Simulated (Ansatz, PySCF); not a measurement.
Another site gives an ion 70035.13 eV lower (`O[SiH2]Br`) at the level CAM-B3LYP-D3(BJ)/def2-TZVPD (PySCF).

Calculation: frozen-core CCSD(T)/def2-TZVPD // CAM-B3LYP-D3(BJ)/def2-TZVPD run with Ansatz (a quantum-chemistry and plane-wave program).

Ansatz 0.2 input:
```yaml
crystal:
  periodic: [false, false, false]
  atoms:
    - { symbol: O, position_ang: [1.193043, -0.169144, 0.390993] }
    - { symbol: Si, position_ang: [-0.396244, 0.038195, 0.01499] }
    - { symbol: H, position_ang: [1.838599, -0.275334, -0.309396] }
    - { symbol: H, position_ang: [-0.928641, -1.119177, -0.740098] }
    - { symbol: H, position_ang: [-0.604243, 1.256094, -0.801451] }
    - { symbol: H, position_ang: [-1.101181, 0.16771, 1.301959] }
basis:
  gaussian: { orbitals: def2-TZVPD }
correlation:
  method: ccsd_t
```

Output:

```
Functional definition: HF
815 factors; integrals over basis functions are off by at most 1.1e-3 eV
mean field evaluation 1: about -9962.6989 eV, gradient 3.5e1 eV
mean field evaluation 2: about -9962.7033 eV, gradient 3.5e1 eV
mean field evaluation 4: about -9965.0456 eV, gradient 2.4e0 eV
mean field evaluation 8: about -9965.0693 eV, gradient 7.6e-2 eV
mean field evaluation 16: about -9965.0614 eV, gradient 3.2e-1 eV
mean field -9965.06932494 eV, -366.2095431249 hartree, gradient 2.8e-6 eV, S^2 0.000000; 0 other end points of the search recorded, 0 dependent functions left out
6 core orbitals not correlated
reference -9965.06932494 eV, -366.2095431249 hartree; 7, 7 occupied and 106, 106 virtual orbitals, 815 factors
second order -9.96396637 eV of doubles, -0.00000000 eV of singles
cycle   1  -10.33003845 eV  change   -3.7e-1 eV  update   7.2e-2
cycle   2  -10.61919038 eV  change   -2.9e-1 eV  update   2.1e-2
cycle   3  -10.67856184 eV  change   -5.9e-2 eV  update   1.0e-2
cycle   4  -10.67184537 eV  change    6.7e-3 eV  update   2.1e-3
cycle   5  -10.67190129 eV  change   -5.6e-5 eV  update   8.5e-4
cycle   6  -10.67207024 eV  change   -1.7e-4 eV  update   2.2e-4
cycle   7  -10.67196005 eV  change    1.1e-4 eV  update   8.3e-5
cycle   8  -10.67194140 eV  change    1.9e-5 eV  update   2.6e-5
cycle   9  -10.67194818 eV  change   -6.8e-6 eV  update   1.1e-5
perturbative correction -0.32494398 eV, -0.0119414710 hartree
Total energy: -9976.06621710 eV, -366.6136714579 hartree
```

Cost: roughly 6 core-seconds.
